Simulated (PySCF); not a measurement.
Al2(mu-Cl)2(Br)4, Al₂Br₄Cl₂, singlet, B3LYP/def2-SVP optimised geometry.

```
8

Al    -1.17    -1.16     0.00
Al     1.17     1.16     0.01
Cl    -1.14     1.16     0.00
Br    -1.94    -1.92    -1.97
Br    -1.94    -1.92     1.97
Cl     1.14    -1.16     0.00
Br     1.95     1.92    -1.96
Br     1.93     1.91     1.98
```

Density from B3LYP/def2-TZVP run with PySCF at that geometry.

Minimum of the electron density along straight lines between bonded atoms, close to the bond critical point (lines longer than 1.1 times the sum of covalent radii, or with two minima, are not listed):

```csv
bond,length / Å,ρ at the minimum / e bohr⁻³,∇²ρ there / e bohr⁻⁵,position (fraction from the first atom)
Al1–Cl3,2.311,0.048,0.16,0.37
Al2–Cl3,2.311,0.048,0.16,0.37
Al1–Br4,2.250,0.069,0.18,0.37
Al1–Br5,2.250,0.069,0.18,0.37
Al1–Cl6,2.311,0.048,0.16,0.37
Al2–Cl6,2.311,0.048,0.16,0.37
Al2–Br7,2.250,0.069,0.18,0.37
Al2–Br8,2.250,0.069,0.18,0.37
```
